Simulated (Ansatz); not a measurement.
Harmonic frequencies (cm⁻¹) at PBE0-D4/def2-TZVP from Ansatz: 356, 398, 400, 464, 608, 820, 928, 931, 1091, 1202, 1442, 1636, 1638, 2600, 3638, 3639, 3743, 3744.

Each molecule was computed in one conformer, which needn't be the lowest.

Task: Which molecule is it?
A. `NBN`
B. `CB(N)S`
C. `FB(F)C(F)(F)F`
D. `COB(Cl)Cl`

Result: A.
